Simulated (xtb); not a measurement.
xtb input:

```bash
xtb mol.xyz --gfn 2 --sp --chrg -1 --uhf 0
```
mol.xyz:
```
9

N     -0.27340706    -0.50829171     1.63165437
Si    -0.04455512    -0.01683988     0.07924591
O      1.55635475    -0.41356845    -0.30513611
O     -0.24018252     1.61988951    -0.30230777
O     -0.95616579    -0.64786400    -1.19874924
H     -1.19982292    -0.39948419     2.02912742
H      1.91272201    -0.78219007     0.51017219
H     -0.09603687     2.11366343     0.50908210
H     -0.95929248    -1.60584526    -1.12985991
```

Q: What final total energy does it print?

A: -19.19878 Eh (GFN2-xTB).

It need not be the lowest isomer of its formula. Whether it binds its extra electron was not tested at this geometry.
